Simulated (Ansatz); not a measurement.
Cost and result for the atomization energy of Ge3H14Si3 (`[SiH3][SiH2][GeH2][GeH2][GeH2][SiH3]`) (20 atoms, 19 bonds).

```csv
atom,x (Å),y (Å),z (Å)
Si1,-2.3350,-1.2289,0.5825
Si2,-2.1445,1.0973,0.7276
Ge3,-0.5578,1.9774,-0.8176
Ge4,1.7042,1.7456,0.0302
Ge5,2.1000,-0.5468,0.7178
Si6,1.5176,-2.0120,-1.0636
H7,-1.0603,-1.8906,0.9681
H8,-2.6717,-1.6214,-0.8118
H9,-3.4095,-1.7144,1.4900
H10,-3.4824,1.6962,0.4585
H11,-1.7389,1.4838,2.1083
H12,-0.6722,1.2308,-2.1602
H13,-0.8567,3.4658,-1.0844
H14,1.8990,2.7018,1.2221
H15,2.7134,2.1376,-1.0660
H16,3.5764,-0.7413,1.1114
H17,1.2396,-0.8381,1.9611
H18,2.5486,-1.9171,-2.1312
H19,1.4218,-3.4227,-0.6048
H20,0.2086,-1.6029,-1.6382
```

Charge 0, multiplicity 1. Correlated methods include outer-core shells of Ge, which these sets cover unevenly. Scalar relativity is left out up to krypton. The geometry is a stationary point of PBE0-D4/def2-TZVP. It is one conformer, not always the lowest. Program: Ansatz. All runs use 6 threads of an AMD EPYC 7R13 on a shared host and a share of an NVIDIA H100 80 GB. Times are those of one run each, without the atoms' runs, and a repeat can differ threefold. Electronic energies, without spin–orbit coupling; frozen cores. CCSD(T)/CBS adds CCSD(T) − MP2 in def2-TZVPP to the MP2 limit, and its time is that of the two runs behind it. T1 = 0.012. With those shells the extrapolation isn't a true limit. B3LYP takes the VWN-RPA correlation (the form of Gaussian; ORCA's B3LYP/G).

CCSD(T)/CBS is a level of theory with its own doubt, some kJ/mol a heavy atom from the limit and from the frozen cores, so smaller differences don't rank the functionals.

```csv
level,functions,wall time
BLYP-D4/def2-TZVPP,466,1.7 s
BHLYP-D4/def2-TZVPP,466,2.2 s
PBE0-D4/def2-TZVPP,466,2.3 s
r2SCANh-D4/def2-TZVPP,466,2.4 s
B97M-V/def2-TZVPP,466,2.7 s
PBE-D4/def2-TZVPP (with forces),466,2.9 s
B3LYP-D4/def2-TZVPP (with forces),466,2.9 s
LDA (SPW92)/def2-TZVPP,466,3 s
PBE-QIDH/def2-TZVPP,466,6.5 s
CCSD(T)/def2-SVP,220,9.5 s
MP2/def2-QZVPP,897,11 s
CCSD(T)/def2-TZVPP,466,29 s
CCSD(T)/CBS(def2),–,40 s
```

**Question.** What atomization energy does each give, and how far from CCSD(T)/CBS? (Estimate.)

**Answer.** Computed: 
```json
{"level": "BLYP-D4/def2-TZVPP", "atomization (kcal/mol)": "1297.7", "difference from CCSD(T)/CBS": "-34.6", "per bond": "-1.8"}
{"level": "BHLYP-D4/def2-TZVPP", "atomization (kcal/mol)": "1313.6", "difference from CCSD(T)/CBS": "-18.7", "per bond": "-1.0"}
{"level": "PBE0-D4/def2-TZVPP", "atomization (kcal/mol)": "1307.3", "difference from CCSD(T)/CBS": "-25.0", "per bond": "-1.3"}
{"level": "r2SCANh-D4/def2-TZVPP", "atomization (kcal/mol)": "1324.7", "difference from CCSD(T)/CBS": "-7.6", "per bond": "-0.4"}
{"level": "B97M-V/def2-TZVPP", "atomization (kcal/mol)": "1340.3", "difference from CCSD(T)/CBS": "8.0", "per bond": "0.4"}
{"level": "PBE-D4/def2-TZVPP (with forces)", "atomization (kcal/mol)": "1304.0", "difference from CCSD(T)/CBS": "-28.3", "per bond": "-1.5"}
{"level": "B3LYP-D4/def2-TZVPP (with forces)", "atomization (kcal/mol)": "1318.9", "difference from CCSD(T)/CBS": "-13.4", "per bond": "-0.7"}
{"level": "LDA (SPW92)/def2-TZVPP", "atomization (kcal/mol)": "1465.3", "difference from CCSD(T)/CBS": "133.0", "per bond": "7.0"}
{"level": "PBE-QIDH/def2-TZVPP", "atomization (kcal/mol)": "1309.1", "difference from CCSD(T)/CBS": "-23.2", "per bond": "-1.2"}
{"level": "CCSD(T)/def2-SVP", "atomization (kcal/mol)": "1238.7", "difference from CCSD(T)/CBS": "-93.6", "per bond": "-4.9"}
{"level": "MP2/def2-QZVPP", "atomization (kcal/mol)": "1297.7", "difference from CCSD(T)/CBS": "-34.6", "per bond": "-1.8"}
{"level": "CCSD(T)/def2-TZVPP", "atomization (kcal/mol)": "1306.0", "difference from CCSD(T)/CBS": "-26.3", "per bond": "-1.4"}
{"level": "CCSD(T)/CBS(def2)", "atomization (kcal/mol)": "1332.3", "difference from CCSD(T)/CBS": "0.0", "per bond": "0.0"}
```

From PBE to PBE0 (25 % exact exchange), in def2-TZVPP and without D4, the atomization energy moves by +5.0 kcal/mol. At CCSD(T), def2-SVP lies −93.6 kcal/mol from the extrapolated value and def2-TZVPP −26.3 kcal/mol: correlation converges slowly with the basis, and small sets miss more of it in the bonded molecule than in its fragments. Leaving LDA and LC-ωPBE aside and taking each functional with its dispersion term where it has one, the values, not all of them listed here, spread over 55.0 kcal/mol, from revPBE-D4 to ωB97X-V. LDA lies +176.7 kcal/mol from PBE without D4, its usual overbinding.
